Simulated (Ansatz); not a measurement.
A series at Ga: from gallium trichloride, ligands are replaced one by one, each step taking up NH₃ and setting free HCl; n counts the steps. Ansatz, PBE0-D4/def2-TZVP geometries. Each molecule was computed in one conformer, which needn't be the lowest.

```json
{"n": "0", "molecule": "`[Cl][Ga]([Cl])[Cl]`", "HOMO energy, ωB97M-V/def2-TZVPP (eV)": "-11.73"}
{"n": "1", "molecule": "`[NH2][Ga]([Cl])[Cl]`", "HOMO energy, ωB97M-V/def2-TZVPP (eV)": "-10.44"}
{"n": "2", "molecule": "`[NH2][Ga]([NH2])[Cl]`", "HOMO energy, ωB97M-V/def2-TZVPP (eV)": "-9.73"}
{"n": "3", "molecule": "`[NH2][Ga]([NH2])[NH2]`", "HOMO energy, ωB97M-V/def2-TZVPP (eV)": "?"}
```

Problem. By hand: fit a straight line y = ȳ + b (n − n̄) to the 3 given rows and predict n = 3.

Solution. n̄ = 1.000, ȳ = -10.633; Σ(n − n̄)(y − ȳ) = 2.000, Σ(n − n̄)² = 2.000, so b = 1.000 eV a step. Prediction: -10.633 + (1.000) × (2.000) = -8.63 eV.

Problem. By hand: compare with the computed value, -9.16 eV, and give the steps along the whole series.

Solution. The line misses by -0.53 eV (computed minus predicted). Steps: 1.29, 0.71, 0.57 eV.

The steps shrink at each stage, from 1.29 to 0.57 eV, so the series is curved and an end member is harder to predict than an inner one. The highest orbital can change its character along such a series. The miss is 20.6 % of the series' range.
